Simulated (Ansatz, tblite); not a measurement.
Isomers of Si5O5⁺ (doublet), found by a short tight-binding search and relaxed with PBE0-D4/def2-SVP in Ansatz.

The xTB rows come from tblite.

Other spin states weren't relaxed.

A:

```tsv
atom	x (Å)	y (Å)	z (Å)
Si1	0.084	1.596	-2.674
Si2	1.115	0.166	-0.107
Si3	-1.264	-0.594	2.005
Si4	-1.727	1.744	0.007
Si5	1.080	-2.678	1.193
O6	-1.018	2.068	-1.425
O7	-0.528	0.400	0.579
O8	0.981	0.540	-1.700
O9	-0.200	-1.829	1.986
O10	1.477	-1.414	0.137
```

B:

```xyz
10

Si   -0.126    0.168    0.540
Si   -0.513    0.744    3.772
Si   -1.956   -1.356   -1.216
Si    1.083   -1.290   -0.842
Si    1.582    1.690   -1.335
O     0.467    1.602   -0.007
O    -0.350   -1.758   -1.587
O     1.728    0.031   -1.657
O    -0.262    0.393    2.268
O    -1.653   -0.224    0.064
```

Question: Estimate which lies lowest at each level, and how far above it the others are (kJ/mol).

Answer: 
```
              level    A     B
           GFN1-xTB  0.0  67.7
           GFN2-xTB  8.8   0.0
   PBE-D4/def2-TZVP  0.0  10.4
r2SCAN-D4/def2-TZVP  0.0   1.6
  PBE0-D4/def2-TZVP  0.0  10.2
```
Point groups (tolerance 0.1 Å): A not assigned, B Cs. Lower isomers may exist.
